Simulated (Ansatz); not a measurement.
KNa₄⁺, relaxed as a singlet with RKS PBE/def2-SVP in Ansatz, starting from the GFN1-xTB geometry. Force threshold 0.02 eV/Å.

The restricted singlet is unstable towards broken spin symmetry in Hartree–Fock (as tested in another run); at PBE/def2-SVP this wasn't settled. Another isomer (singlet) lies 0.09 eV lower at PBE0/def2-TZVP; other spin states weren't run for this one.

Start:

Cartesian coordinates in Å:
```
Na 0.896 2.558 2.516
Na 1.577 3.328 -0.363
Na 0.218 -3.371 -1.424
Na -2.640 -2.519 -0.765
K -0.051 0.003 0.037
```

```
step  energy (eV)  largest force component (eV/Å)  SCF passes
   1  -33958.7202                           0.293          13
   2  -33958.7887                           0.223          15
   3  -33958.8741                           0.039          16
   4  -33958.8861                           0.003          16
```

Force components are those of the run's own axes.

End:

| atom | x (Å) | y (Å) | z (Å) |
| --- | --- | --- | --- |
| Na1 | 1.0444 | 2.9070 | 2.7441 |
| Na2 | 1.7369 | 3.7097 | -0.3130 |
| Na3 | 0.1534 | -3.7724 | -1.5725 |
| Na4 | -2.8747 | -2.8576 | -0.8916 |
| K5 | -0.0600 | 0.0132 | 0.0330 |

By distances, no bond broke or formed. The bond that changes most is Na1–K5, from 3.68 to 4.12 Å (atoms count from 1).

No frequencies were taken in this run, so the end may be a saddle point.

Run time 2.9 s (4 threads of Arm Neoverse V2 on a shared host).
